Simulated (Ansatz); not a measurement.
A geometry relaxed with PBE0-D4/def2-TZVP run with Ansatz (an electronic-structure program), charge 0, multiplicity 1:

```xyz
14

N     -0.4778     2.1651    -0.4692
C      0.9353    -0.3778    -0.5001
H     -0.9981     3.0213    -0.4559
H      0.4496     2.1882    -0.8534
H      2.7547    -1.4069    -0.7673
H      1.1712     0.2801    -1.3393
C      1.8363    -1.3115    -0.2006
H     -2.1723    -0.9568     1.4099
H     -0.7030    -2.3595     1.0379
B     -1.1129    -1.2399     0.9181
H      1.6779    -2.0096     0.6135
H     -1.9407     1.1723     0.5571
C     -0.3540    -0.1768     0.1650
C     -0.9629     1.0523     0.1015
```

Question: Write the SMILES of this molecule.

Answer: `B/C(C=C)=C/N`
